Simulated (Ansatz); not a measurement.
Tuning the range parameter of LC-ωPBE so that −HOMO meets the ionisation energy; basis def2-TZVP, Ansatz. System: the cluster Au2Cl2. The state is a singlet with charge 0. Geometry: PBE0-D4/def2-SVP. The ionised state is a doublet.

Geometry of the singlet:

```csv
atom,x (Å),y (Å),z (Å)
Au1,1.028,-0.526,-0.780
Au2,-1.028,0.526,0.780
Cl3,-1.255,0.055,-1.690
Cl4,1.255,-0.054,1.689
```

In the def2 sets Au takes a core potential; there is no spin–orbit coupling. The structure comes from a short search, and lower isomers may exist.

| ω (1/bohr) | HOMO (eV) | LUMO (eV) | vertical IE (eV) | HOMO + IE (eV) |
| --- | --- | --- | --- | --- |
| 0.1 | -7.71 | -3.10 | 9.14 | 1.43 |
| 0.15 | -8.27 | -2.56 | 9.20 | 0.93 |
| 0.2 | -8.73 | -2.14 | 9.28 | 0.56 |
| 0.3 | -9.41 | -1.55 | 9.48 | 0.07 |

Q: Where does the tuning condition hold?

A: Not within the range that was run.
